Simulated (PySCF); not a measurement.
Where the electron goes

Compound: C7H9P.
SMILES with atom numbers: `[CH3:1][c:2]1[cH:3][cH:4][cH:5][cH:6][c:7]1[PH2:8]` (hydrogens: H9, H10, H11 on C1; H12 on C3; H13 on C4; H14 on C5; H15 on C6; H16, H17 on P8)

Cartesian coordinates in Å at the GFN2-xTB level; atoms count from 1:
```
atom  x, y, z in Å
C1    -1.565   -1.421   -0.372
C2    -0.294   -0.660   -0.166
C3     0.922   -1.315   -0.035
C4     2.097   -0.608    0.148
C5     2.069    0.774    0.207
C6     0.864    1.442    0.091
C7    -0.321    0.736   -0.083
P8    -1.907    1.617   -0.317
H9    -2.141   -1.451    0.555
H10   -1.365   -2.443   -0.686
H11   -2.180   -0.927   -1.128
H12    0.948   -2.395   -0.086
H13    3.035   -1.136    0.239
H14    2.983    1.333    0.340
H15    0.839    2.522    0.134
H16   -2.502    1.149    0.855
H17   -1.490    2.796    0.295
```

Level of theory: PySCF, TDDFT CAM-B3LYP/def2-SVPD, vertical, gas phase, core orbitals frozen in the response.

Frontier orbitals with the atoms that hold most of them (Löwdin shares over 4%, at most four atoms; ? is withheld):

```
orbital  ε (eV)                           atoms
 LUMO+2    1.32    P8 17%, C1 14%, C6 7%, C3 6%
 LUMO+1    0.86  C2 19%, C5 18%, C6 15%, C3 14%
   LUMO    0.67  C7 19%, C4 19%, C6 13%, C3 12%
   HOMO       ?                               ?
 HOMO-1   -8.40                               ?
 HOMO-2   -9.43   P8 36%, C7 18%, C4 10%, C3 7%
 HOMO-3  -10.93  P8 18%, C7 15%, C2 11%, C3 11%
```

Task: Give the leading atoms of the HOMO-1.

Result: C3 (bonded to 2 C and H) 20%; C6 (bonded to 2 C and H) 20%; C5 (bonded to 2 C and H) 18%; C2 (bonded to 3 C) 16%.

Task: Give the leading atoms of the HOMO.

Result: P8 (bonded to C and 2 H) 28%; C7 (bonded to 2 C and P) 18%; C4 (bonded to 2 C and H) 14%; C2 (bonded to 3 C) 9%. By element: carbon 41% or more, phosphorus 28%.

Task: What is the HOMO energy, and the HOMO–LUMO gap?

Result: ε(HOMO) = -7.89 eV; the gap is 8.56 eV (0.3147 hartree).

Task: How does S1 compare with the orbital gap of 8.56 eV?

Result: S1 is at 5.30 eV (f = 0.0038), 3.26 eV below the gap, made of HOMO→LUMO+1 (46%), HOMO-1→LUMO (37%), HOMO→LUMO (10%). Its leading pair isn't HOMO and LUMO; the energies of that pair differ by 8.75 eV. 

Next come S2 at 5.76 eV (f 0.144), HOMO→LUMO (74%), HOMO-1→LUMO+1 (11%), HOMO→LUMO+1 (8%); S3 at 6.31 eV (f 0.049), HOMO→LUMO+2 (68%), HOMO-1→LUMO+1 (11%); S4 at 6.47 eV (f 0.139), HOMO-1→LUMO (39%), HOMO→LUMO+1 (37%); S5 at 6.63 eV (f 0.347), HOMO-1→LUMO+1 (54%), HOMO-2→LUMO (17%), HOMO→LUMO+2 (13%).

Löwdin shares depend on the basis, the more so with diffuse functions.

On an Arm Neoverse V1 with one thread, shared host, this took 53 s wall and 1.1 GiB of memory at its peak.

One conformer stands for the species.
